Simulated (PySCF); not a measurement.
C2H5Zn (SMILES C[CH2][Zn]), doublet, at a GFN2-xTB geometry (such geometries of metal compounds can be far from the true shape) (the spin is typed, not shown lowest). Base run: PySCF with TPSS/def2-SV(P).

Input for PySCF:
```python
from pyscf import gto, scf, dft

mol = gto.M(
    atom='''
Zn    0.44032735    0.70016093    0.50050119
C    -0.02634732   -1.21256902   -0.53898933
C    -1.41647195   -1.15377456   -1.13236481
H     0.05574648   -2.01250868    0.19634804
H     0.72754669   -1.35642125   -1.31249709
H    -1.50226420   -0.34818435   -1.86207090
H    -2.17096995   -1.00124970   -0.36017584
H    -1.66296377   -2.08840244   -1.64851511
''',
    basis='def2-sv(p)',
    spin=1,
    verbose=4,
)

mf = dft.UKS(mol)
mf.xc = 'tpss'
mf.kernel()
```

The base run was repeated with changes; each row names its change, and settings that it needs were set with it.

| change | ΔE vs base (mEh) | fitting functions | dipole (D) | outcome |
|---|---|---|---|---|
| base | 0.000 | - | 0.07 | converged |
| auxbasis = def2-tzvp-ri | -9878.3 | 412 | 0.07 | converged |
| auxbasis = cc-pvtz-ri | - | - | - | input refused |
| auxbasis = def2-svp-ri | -11521.7 | 309 | 0.05 | converged |
| auxbasis = def2-universal-jkfit | -0.093 | 504 | 0.07 | converged |
| auxbasis = default (with mf = mf.density_fit()) | -0.148 | 242 | 0.07 | converged |
| auxbasis = autoaux | -0.571 | 547 | 0.07 | converged |
| auxbasis = even-tempered beta=2.0 | -0.242 | 552 | 0.07 | converged |
| auxbasis = cc-pvtz-jkfit | - | - | - | input refused |
| auxbasis = def2-universal-jfit | -0.148 | 242 | 0.07 | converged |

A fitting set is made for a task (jfit for Coulomb, jkfit for Coulomb and exchange, ri for correlation) and for a family of orbital bases.

Open shells are given as the SCF converged; they aren't shown to be the lowest states, and a large step between rows can be another state.

- auxbasis = cc-pvtz-ri: ended with `pyscf.lib.exceptions.BasisNotFoundError: Basis set not found for Zn in cc-pvtz-ri`
- auxbasis = cc-pvtz-jkfit: ended with `pyscf.lib.exceptions.BasisNotFoundError: Basis set not found for Zn in cc-pvtz-jkfit`
